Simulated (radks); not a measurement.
Removal energies from the ytterbium ion Yb6+, [Kr] 4d10 4f11 5s2 5p5, by Delta-SCF beside the eigenvalue of the level emptied. All-electron calculation, non-relativistic Kohn-Sham, PBE, spin-polarised, spherical densities, point nucleus. Program: a radial shooting solver on a logarithmic mesh with Libxc functionals. Open shells are filled with parallel spins first.

| removed from | final configuration | Delta-SCF (eV) | -eigenvalue (eV) |
|---|---|---|---|
| 5p | [Kr] 4d10 4f11 5s2 5p4 | 112.26 | 104.31 |
| 4f | [Kr] 4d10 4f10 5s2 5p5 | 117.34 | 104.21 |
| 5s | [Kr] 4d10 4f11 5s1 5p5 | 135.60 | 127.11 |
| 4d | [Kr] 4d9 4f11 5s2 5p5 | 292.98 | 278.83 |
